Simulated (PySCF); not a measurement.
# Computed records: AlBH₅OSi, CH₅BSi₂, BH₅N₂Si

Computed with PySCF 2.14.0. Calculation on a computer-drawn molecule: the log of a Hartree-Fock and frozen-core CCSD(T) single point meant for a local Hartree-Fock minimum, with one planted fault or none, to be diagnosed. Offsets are logged minus clean, where the clean run is the same molecule without the fault. The reference is restricted for singlets and unrestricted otherwise, and also for a bond in bohr or an excited solution. Adding or removing an electron swaps singlet and doublet. The excited solution moves the top pair (singlet) or top alpha electron (doublet) to the lowest empty orbital. Highest occupied and lowest empty are orbital energies over both spins, largest force is the largest gradient component, triples share is (T) over the correlation energy, the T1 limit is 0.02 restricted and 0.045 unrestricted, electrons count all cores, a negative frequency is imaginary (commonest isotopes), and the dipole is about the centre of nuclear charge.

Common to all runs: meant charge 0; meant basis cc-pV(D+d)Z; logged SCF converged yes; logged CC converged yes; logged SCF stable within its kind yes; possible faults no fault, one electron removed, one electron added, multiplicity raised by two, geometry at a saddle point, SCF held on an excited solution, minimal basis STO-3G, one bond length entered in bohr, all coordinates scaled.

(1) 
```xyz
9
formula=AlBH5OSi meant_multiplicity=2 logged_electrons=45 logged_basis_functions=99 logged_spin_squared=1.3918 logged_highest_occupied=-7.8139 logged_lowest_empty=0.79276 logged_largest_force=0.021639 logged_T1_diagnostic=0.067062 logged_D1_diagnostic=0.30554 logged_triples_share=0.032097 logged_dipole_magnitude=3.0944 logged_energy_HF=-633.22719 logged_energy_CCSD(T)=-633.70882 planted_fault=one_bond_length_entered_in_bohr,row_5_of_the_drawn_bonds HF_energy_offset_from_clean_run=77.46 CCSD(T)_energy_offset_from_clean_run=73.89
B     -3.1141    -0.3708     1.2681
Si    -1.4640    -0.6231     0.3371
O     -0.4301     0.5440    -0.1019
Al     0.5399     1.8826    -0.4744
H     -3.4906     0.7209     1.5929
H     -4.3458    -2.2155     1.7418
H     -0.9293    -1.9280    -0.0976
H      1.6133     2.3289     0.5815
H      0.3184     2.5869    -1.8605
```

Units: logged_highest_occupied, logged_lowest_empty in eV; logged_largest_force in hartree/bohr; logged_dipole_magnitude in debye; logged_energy_HF, logged_energy_CCSD(T) in hartree; HF_energy_offset_from_clean_run, CCSD(T)_energy_offset_from_clean_run in kcal/mol.

Drawn bonds:
| atom | other atom | order |
| --- | --- | --- |
| 1 | 2 | 1 |
| 2 | 3 | 1 |
| 3 | 4 | 1 |
| 1 | 5 | 1 |
| 1 | 6 | 1 |
| 2 | 7 | 1 |
| 4 | 8 | 1 |
| 4 | 9 | 1 |

Notes: T1 above single-reference limit.

(2) 
```xyz
9
formula=CH5BSi2 meant_multiplicity=1 logged_electrons=43 logged_basis_functions=99 logged_spin_squared=1.4193 logged_highest_occupied=-14.11 logged_lowest_empty=-6.3894 logged_largest_force=0.044422 logged_T1_diagnostic=0.090777 logged_D1_diagnostic=0.51352 logged_triples_share=0.040025 logged_dipole_magnitude=1.1813 logged_energy_HF=-642.94343 logged_energy_CCSD(T)=-643.36135 planted_fault=one_electron_removed HF_energy_offset_from_clean_run=157.8 CCSD(T)_energy_offset_from_clean_run=194.9
B     -2.8940     0.2001    -0.5973
Si    -1.1160     1.1030    -0.9021
C     -0.8564     1.7251    -2.4971
Si     0.7249     1.4850     0.5340
H     -3.2038    -0.2737     0.4595
H     -3.6766     0.1314    -1.5044
H     -1.5894     1.6445    -3.2950
H      0.0598     2.2322    -2.7857
H      0.1019     0.8199     1.7450
```

Units: logged_highest_occupied, logged_lowest_empty in eV; logged_largest_force in hartree/bohr; logged_dipole_magnitude in debye; logged_energy_HF, logged_energy_CCSD(T) in hartree; HF_energy_offset_from_clean_run, CCSD(T)_energy_offset_from_clean_run in kcal/mol.

Drawn bonds:
| atom | other atom | order |
| --- | --- | --- |
| 1 | 2 | 1 |
| 2 | 3 | 2 |
| 2 | 4 | 1 |
| 1 | 5 | 1 |
| 1 | 6 | 1 |
| 3 | 7 | 1 |
| 3 | 8 | 1 |
| 4 | 9 | 1 |

Notes: T1 above single-reference limit.

(3) 
```xyz
9
formula=CH5BSi2 meant_multiplicity=1 logged_electrons=44 logged_basis_functions=99 logged_spin_squared=0 logged_highest_occupied=-8.466 logged_lowest_empty=-0.12499 logged_largest_force=3.618e-05 logged_lowest_frequency=133.37 logged_T1_diagnostic=0.016529 logged_D1_diagnostic=0.052854 logged_triples_share=0.040159 logged_dipole_magnitude=0.59474 logged_energy_HF=-643.19491 logged_energy_CCSD(T)=-643.67198 planted_fault=no_fault HF_energy_offset_from_clean_run=0 CCSD(T)_energy_offset_from_clean_run=0
B     -2.8940     0.2001    -0.5973
Si    -1.1160     1.1030    -0.9021
C     -0.8564     1.7251    -2.4971
Si     0.7249     1.4850     0.5340
H     -3.2038    -0.2737     0.4595
H     -3.6766     0.1314    -1.5044
H     -1.5894     1.6445    -3.2950
H      0.0598     2.2322    -2.7857
H      0.1019     0.8199     1.7450
```

Units: logged_highest_occupied, logged_lowest_empty in eV; logged_largest_force in hartree/bohr; logged_lowest_frequency in cm⁻¹; logged_dipole_magnitude in debye; logged_energy_HF, logged_energy_CCSD(T) in hartree; HF_energy_offset_from_clean_run, CCSD(T)_energy_offset_from_clean_run in kcal/mol.

Drawn bonds:
| atom | other atom | order |
| --- | --- | --- |
| 1 | 2 | 1 |
| 2 | 3 | 2 |
| 2 | 4 | 1 |
| 1 | 5 | 1 |
| 1 | 6 | 1 |
| 3 | 7 | 1 |
| 3 | 8 | 1 |
| 4 | 9 | 1 |

(4) 
```xyz
9
formula=BH5N2Si meant_multiplicity=1 logged_electrons=38 logged_basis_functions=90 logged_spin_squared=0 logged_highest_occupied=-8.9176 logged_lowest_empty=0.6189 logged_largest_force=0.059244 logged_T1_diagnostic=0.023055 logged_D1_diagnostic=0.086927 logged_triples_share=0.036123 logged_dipole_magnitude=3.7324 logged_energy_HF=-425.34891 logged_energy_CCSD(T)=-425.93989 planted_fault=all_coordinates_scaled,by_+8.3_% HF_energy_offset_from_clean_run=34.39 CCSD(T)_energy_offset_from_clean_run=20.56
B      0.5124     0.8452     1.2535
Si     1.0431    -0.2116    -0.6011
N      0.0528    -0.7089    -1.8971
N      2.8299    -0.5730    -0.6376
H      0.9175     0.4205     2.4127
H     -0.2378     1.9026     1.2257
H     -0.9991    -0.4519    -1.9717
H      3.4934    -0.4544     0.2098
H      3.2962    -1.0778    -1.4776
```

Units: logged_highest_occupied, logged_lowest_empty in eV; logged_largest_force in hartree/bohr; logged_dipole_magnitude in debye; logged_energy_HF, logged_energy_CCSD(T) in hartree; HF_energy_offset_from_clean_run, CCSD(T)_energy_offset_from_clean_run in kcal/mol.

Drawn bonds:
| atom | other atom | order |
| --- | --- | --- |
| 1 | 2 | 1 |
| 2 | 3 | 2 |
| 2 | 4 | 1 |
| 1 | 5 | 1 |
| 1 | 6 | 1 |
| 3 | 7 | 1 |
| 4 | 8 | 1 |
| 4 | 9 | 1 |

Notes: T1 above single-reference limit.

(5) 
```xyz
9
formula=BH5N2Si meant_multiplicity=1 logged_electrons=37 logged_basis_functions=90 logged_spin_squared=0.763 logged_highest_occupied=-16.942 logged_lowest_empty=-5.9987 logged_largest_force=0.094737 logged_T1_diagnostic=0.038853 logged_D1_diagnostic=0.23535 logged_triples_share=0.027395 logged_dipole_magnitude=0.84776 logged_energy_HF=-425.1422 logged_energy_CCSD(T)=-425.66142
B      0.4732     0.7804     1.1574
Si     0.9632    -0.1954    -0.5550
N      0.0487    -0.6546    -1.7517
N      2.6131    -0.5291    -0.5887
H      0.8472     0.3883     2.2278
H     -0.2196     1.7568     1.1317
H     -0.9225    -0.4173    -1.8206
H      3.2256    -0.4195     0.1938
H      3.0436    -0.9952    -1.3644
```

Units: logged_highest_occupied, logged_lowest_empty in eV; logged_largest_force in hartree/bohr; logged_dipole_magnitude in debye; logged_energy_HF, logged_energy_CCSD(T) in hartree.

Drawn bonds:
| atom | other atom | order |
| --- | --- | --- |
| 1 | 2 | 1 |
| 2 | 3 | 2 |
| 2 | 4 | 1 |
| 1 | 5 | 1 |
| 1 | 6 | 1 |
| 3 | 7 | 1 |
| 4 | 8 | 1 |
| 4 | 9 | 1 |

(6) 
```xyz
9
formula=BH5N2Si meant_multiplicity=1 logged_electrons=38 logged_basis_functions=90 logged_spin_squared=0 logged_highest_occupied=-9.2509 logged_lowest_empty=0.81275 logged_largest_force=1.271e-05 logged_lowest_frequency=79.655 logged_T1_diagnostic=0.019578 logged_D1_diagnostic=0.07282 logged_triples_share=0.030906 logged_dipole_magnitude=3.5556 logged_energy_HF=-425.40371 logged_energy_CCSD(T)=-425.97265
B      0.4732     0.7804     1.1574
Si     0.9632    -0.1954    -0.5550
N      0.0487    -0.6546    -1.7517
N      2.6131    -0.5291    -0.5887
H      0.8472     0.3883     2.2278
H     -0.2196     1.7568     1.1317
H     -0.9225    -0.4173    -1.8206
H      3.2256    -0.4195     0.1938
H      3.0436    -0.9952    -1.3644
```

Units: logged_highest_occupied, logged_lowest_empty in eV; logged_largest_force in hartree/bohr; logged_lowest_frequency in cm⁻¹; logged_dipole_magnitude in debye; logged_energy_HF, logged_energy_CCSD(T) in hartree.

Drawn bonds:
| atom | other atom | order |
| --- | --- | --- |
| 1 | 2 | 1 |
| 2 | 3 | 2 |
| 2 | 4 | 1 |
| 1 | 5 | 1 |
| 1 | 6 | 1 |
| 3 | 7 | 1 |
| 4 | 8 | 1 |
| 4 | 9 | 1 |

**Q.** Which fault was planted in the run of BH₅N₂Si (entry 5)?
**A.** one electron removed

**Q.** Give the missing planted fault for BH₅N₂Si (entry 6).
**A.** no fault

Further results for BH₅N₂Si (entry 5):

* HF energy offset from clean run: 164.1 kcal/mol
* CCSD(T) energy offset from clean run: 195.3 kcal/mol

Further results for BH₅N₂Si (entry 6):

- HF energy offset from clean run: 0 kcal/mol
- CCSD(T) energy offset from clean run: 0 kcal/mol
